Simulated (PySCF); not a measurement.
## Ar⁺ (argon, charge +1): UHF calculation

Configuration: [Ne] 3s2 3p5, 2P determinant. Computed with PySCF 2.14 in cc-pVDZ-DK (4s3p1d, 18 functions), with scalar relativity by spin-free X2C-1e.

```
Total energy                                                  : -528.067311 hartree
One-electron energy                                           : -721.8584 hartree
Hartree (Coulomb) energy                                      : 223.8016 hartree
Exchange energy                                               : -30.0105 hartree
⟨S²⟩                                                          : 0.7553
⟨L²⟩                                                          : 2.017
Sum of ⟨r⟩                                                    : 13.82 bohr
Sum of ⟨r²⟩                                                   : 20.38 bohr²
Traceless quadrupole moment −½Σ⟨3z² − r²⟩ along its main axis : 1.23 e·bohr²
Langevin diamagnetic susceptibility                           : -16.1 ×10⁻⁶ cm³/mol
Time after the integrals                                      : 0.05 s of wall time on 1 thread of Neoverse-V2 (shared host)
```

```
shell  electrons  mean orbital energy (eV)  spread (eV)  rms radius, mean of both spins (bohr)
 1s α          1                   -3255.0            0                                 0.0991
 1s β          1                   -3254.6            0                                 0.0991
 2s α          1                   -351.84            0                                  0.446
 2s β          1                   -351.45            0                                  0.446
 2p α          3                   -274.80        0.887                                  0.417
 2p β          3                   -274.10        0.604                                  0.417
 3s α          1                   -48.866            0                                   1.48
 3s β          1                   -45.043            0                                   1.48
 3p α          3                   -29.175        2.355                                   1.70
 3p β          2                   -27.597            0                                   1.70
```

Densities and radii are taken from the X2C orbitals without a picture-change correction, which distorts them close to the nucleus.
